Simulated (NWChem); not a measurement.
CH5FSi; SMILES [SiH3]CF

```xyz
8

F     -0.4189     1.6239     0.0000
C      0.6156     0.6890     0.0000
Si    -0.1174    -1.0781     0.0000
H      1.2588     0.8499    -0.8959
H      1.2588     0.8499     0.8959
H     -0.9645    -1.2721     1.2247
H     -0.9645    -1.2721    -1.2247
H      1.0074    -2.0789     0.0000
```
Atoms are numbered in this order, from 1.

Level: PBE-D3(BJ)/def2-SVP (NWChem), optimised geometry, unscaled harmonic frequencies. 

Q: List the harmonic frequencies with IR intensities, and the thermochemistry.

A: 
```csv
frequency (cm⁻¹),IR intensity (km/mol)
172,1.6
222,5.1
477,8.5
555,21.0
720,21.0
833,35.0
880,169.1
904,32.7
911,26.7
1039,70.3
1200,3.8
1260,3.7
1406,3.1
2163,67.1
2184,78.7
2190,100.0
2944,22.3
3000,19.0
```

```yaml
zero_point_energy: 33.0 kcal/mol
thermal correction to the enthalpy at 298.15 K (with zero-point energy): 36.6 kcal/mol
heat capacity Cv: 15.8 cal/(mol K)
entropy at 298.15 K and 1 atm (symmetry number 1): 68.8 cal/(mol K)
dipole_moment: 1.42 D
```

Rigid rotor and harmonic oscillator.
